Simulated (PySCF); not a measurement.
Partial charges of `CC1=C(F)[P@@H+]1CCC#N`

C6H8FNP (charge +1).
Atom-mapped SMILES: `[CH3:1][C:2]1=[C:3]([F:4])[P@@H+:5]1[CH2:6][CH2:7][C:8]#[N:9]` (hydrogens: H10, H11, H12 on C1; H13 on P5; H14, H15 on C6; H16, H17 on C7)

Geometry (GFN2-xTB, Å), atoms numbered from 1 in this order:
```xyz
17
C6H8FNP angstrom
C     -2.2824    1.1041    0.0362
C     -1.5870   -0.1742    0.0435
C     -1.6211   -1.4845    0.3093
F     -2.3561   -2.4551    0.7550
P     -0.0142   -1.0189   -0.2986
C      1.4574   -0.9153    0.7975
C      2.3243    0.2976    0.4115
C      1.4586    1.4435    0.2805
N      0.6829    2.2755    0.1721
H     -1.6014    1.9110    0.3099
H     -3.1276    1.0720    0.7217
H     -2.6529    1.3231   -0.9666
H      0.2806   -1.3299   -1.6169
H      1.0801   -0.8134    1.8218
H      2.0306   -1.8458    0.7273
H      3.0759    0.4839    1.1827
H      2.8453    0.1383   -0.5371
```

Density: PBE0/pcSseg-1 (PySCF); schemes: Mulliken, IAO, Hirshfeld and ESP-fitted. Geometry: GFN2-xTB, one conformer, isolated ion.

Q: Atoms with like bonding are taken together and averaged. For which atoms does the sign change between the 4 schemes (beyond +0.03 e in one, beyond −0.03 e in another)?

A: C2.

Q: At which atom do the 4 schemes differ most?

A: At P5: from +0.188 (ESP-fitted) to +0.923 e (IAO), 0.735 e apart.

Q: Which atoms carry the highest charge in the Mulliken, IAO, Hirshfeld and ESP-fitted schemes?

A: The schemes don't all agree: Mulliken P5 (+0.515); IAO P5 (+0.923); Hirshfeld P5 (+0.421); ESP-fitted C8 (+0.375).

Q: Give the atomic charges in each scheme.

A: In e; atoms taken as equivalent share a row and are averaged (×n: the atom named and its like, n in all):

| atom | environment | Mulliken | IAO | Hirshfeld | ESP-fitted |
| --- | --- | --- | --- | --- | --- |
| C1 | allylic carbon | -0.151 | -0.450 | -0.087 | -0.390 |
| C2 | fully substituted alkene carbon | -0.299 | -0.104 | +0.035 | +0.117 |
| C3 | vinylic C–F carbon | +0.216 | +0.149 | +0.096 | +0.121 |
| F4 | vinyl fluorine | -0.144 | -0.160 | +0.006 | -0.028 |
| P5 | phosphonium phosphorus | +0.515 | +0.923 | +0.421 | +0.188 |
| C6 | sp3 carbon bound to phosphorus | -0.414 | -0.455 | -0.059 | -0.032 |
| C7 | sp3 carbon next to a nitrile | -0.170 | -0.297 | -0.020 | -0.264 |
| C8 | nitrile carbon | +0.063 | +0.126 | +0.097 | +0.375 |
| N9 | nitrile nitrogen | -0.241 | -0.210 | -0.156 | -0.398 |
| H10/H11/H12 | methyl hydrogen | +0.189 | +0.205 | +0.079 | +0.180 |
| H13 | P–H hydrogen | +0.176 | +0.035 | +0.070 | +0.168 |
| H14 | methylene hydrogen | +0.221 | +0.202 | +0.084 | +0.118 |
| H15 | methylene hydrogen | +0.225 | +0.203 | +0.089 | +0.136 |
| H16 | methylene hydrogen | +0.227 | +0.220 | +0.101 | +0.181 |
| H17 | methylene hydrogen | +0.207 | +0.201 | +0.086 | +0.167 |

Mean size of the charges over all atoms: IAO 0.256 e, Mulliken 0.226 e, ESP-fitted 0.190 e, Hirshfeld 0.097 e. Each set sums to the total charge, 1, to within 0.001 e. The IAO scheme projects the occupied orbitals on a minimal set of polarised atomic orbitals and counts the electrons in each atom's part of it. The Mulliken scheme gives each basis function's population to the atom it is centred on and halves the overlap population of two atoms between them.

Some averages cover members that differ in this geometry: H10/H11/H12, ESP-fitted +0.167 to +0.197 e.

Q: How closely do the schemes follow one another over all atoms?

A: Correlation coefficient and root-mean-square difference: IAO with Hirshfeld 0.93, 0.213 e; Mulliken with IAO 0.91, 0.142 e; Mulliken with Hirshfeld 0.82, 0.160 e; Hirshfeld with ESP-fitted 0.69, 0.155 e; IAO with ESP-fitted 0.68, 0.233 e; Mulliken with ESP-fitted 0.62, 0.197 e.

Q: Sum the charges by element, for elements with more than one atom.

A: 
```json
{"element": "C", "atoms": "6", "Mulliken": "-0.755", "IAO": "-1.030", "Hirshfeld": "+0.062", "ESP-fitted": "-0.072"}
{"element": "H", "atoms": "8", "Mulliken": "+1.625", "IAO": "+1.477", "Hirshfeld": "+0.666", "ESP-fitted": "+1.310"}
```
